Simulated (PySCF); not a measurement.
Radial density of Si(2+) (silicon, charge +2)

UHF, [Ne] 3s2, closed-shell 1S. Calculation: PySCF 2.14, in cc-pVTZ-DK (5s4p2d1f, 34 functions); the spin-free X2C one-electron Hamiltonian (Gaussian nucleus).

```csv
r (bohr),4πr²ρ (e/bohr)
0.00151,0.05802
0.00254,0.1524
0.00427,0.3963
0.00718,1.004
0.0121,2.421
0.0203,5.349
0.0342,10.17
0.0575,15.02
0.0967,14.93
0.163,10.16
0.274,11.55
0.460,14.01
0.774,5.983
1.30,1.463
2.19,0.9640
3.68,0.09867
6.19,0.0006647
```

Densities and radii are taken from the X2C orbitals without a picture-change correction, which distorts them close to the nucleus.
